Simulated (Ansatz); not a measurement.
`B[NH][GeH3]` + `CC(O)=S` → `CC(=S)[O][GeH3]` + `BN` at 600 K and 1 bar (ligand exchange at a Ge–N bond).

Program: Ansatz. Geometries: PBE0-D4/def2-TZVP. ΔE: electronic, gas phase. CBS: MP2 limit from def2 TZ/QZ plus the TZ coupled-cluster correction, frozen cores. This one scheme is used for every species. For Ge outer-core shells are correlated without core-valence functions, which leaves a few kJ/mol of doubt a bond. Scalar relativity is left out up to krypton. One conformer a species, not always the lowest.

```json
{"species": "`B[NH][GeH3]`", "CCSD(T)/CBS energy (Eh)": "-2159.24687", "H − E (kJ/mol)": "211.1", "S (J/(mol·K))": "380.1"}
{"species": "`CC(O)=S`", "CCSD(T)/CBS energy (Eh)": "-551.45551", "H − E (kJ/mol)": "199.8", "S (J/(mol·K))": "358.7"}
{"species": "`CC(=S)[O][GeH3]`", "CCSD(T)/CBS energy (Eh)": "-2628.76657", "H − E (kJ/mol)": "255.0", "S (J/(mol·K))": "461.1"}
{"species": "`BN`", "CCSD(T)/CBS energy (Eh)": "-81.93499", "H − E (kJ/mol)": "155.9", "S (J/(mol·K))": "270.2"}
```

H − E and S are ideal-gas, rigid-rotor, harmonic terms from PBE0-D4/def2-TZVP, for one conformer and one mirror image of each species. 1 Eh = 2625.50 kJ/mol, R = 8.31446 J/(mol·K).

Question: By hand: ΔE, ΔH, ΔS and ΔG.

Answer: ΔE = (-2628.76657) + (-81.93499) − (-2159.24687) − (-551.45551) = 0.00082 Eh = 2.2 kJ/mol. Δ(H − E) = 255.0 + 155.9 − 211.1 − 199.8 = 0.0, so ΔH = 2.2 kJ/mol. ΔS = 461.1 + 270.2 − 380.1 − 358.7 = -7.5 J/(mol·K). ΔG = 2.2 − 600 × (-7.5)/1000 = 6.7 kJ/mol.

Question: By hand: the equilibrium constant, and the temperature at which ΔG would vanish if ΔH and ΔS stayed fixed.

Answer: log₁₀ K = −ΔG/(RT ln 10) = -0.6. ΔH and −TΔS have one sign here, so there is no such temperature.

TΔS isn't small against ΔH here. A doubt of 5 kJ/mol in ΔE shifts log₁₀ K by 0.4 here. Other conformers and mirror images would add mixing entropy, several J/(mol·K) or more a flexible species. Modes under 60 cm⁻¹, often nearly free rotors, make the harmonic entropy too high. These are equilibria of isolated gas molecules and say nothing of rates. Largest T1 diagnostic: 0.017 (customary marks: 0.02 for closed shells, 0.045 for open ones).

ΔS is within the doubt of such terms, so its sign, and with it that verdict, could turn.
